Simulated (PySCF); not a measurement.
B3LYP has the VWN-RPA correlation part, as in Gaussian. Excitations are Tamm–Dancoff values on a coarser integration grid. The basis has no diffuse functions, so Rydberg states are missing or too high.

Cartesian coordinates (Å):
SMILES: [CH3][Ga]([CH3])[Cl]
```xyz
10

C      1.8005    -0.2029    -0.1223
Ga    -0.0155     0.3765     0.3125
C     -1.7806    -0.2531    -0.2446
Cl    -0.0879     2.0640     1.6802
H      2.2850     0.5629    -0.7338
H      2.3847    -0.3077     0.7939
H      1.8118    -1.1464    -0.6698
H     -2.3561     0.5818    -0.6498
H     -2.3222    -0.6304     0.6265
H     -1.7196    -1.0446    -0.9927
```
Charge 0, spin multiplicity 1.

### Question
What HOMO, LUMO, T1 excitation (TDA), HOMO–LUMO gap, S1–T1 gap (TDA), dipole moment, S1 excitation (TDA) and total energy does B3LYP-D3(BJ)/def2-TZVP // PBE0-D4/def2-TZVP (PySCF 2.14.0) give?

### Answer

| Quantity | Value |
|---|---|
| HOMO | -7.58 eV |
| LUMO | -1.17 eV |
| T1 excitation (TDA) | 5.04 eV |
| HOMO–LUMO gap | 6.42 eV |
| S1–T1 gap (TDA) | 0.22 eV |
| dipole moment | 2.79 D |
| S1 excitation (TDA) | 5.27 eV |
| total energy | -2465.0758 Ha |
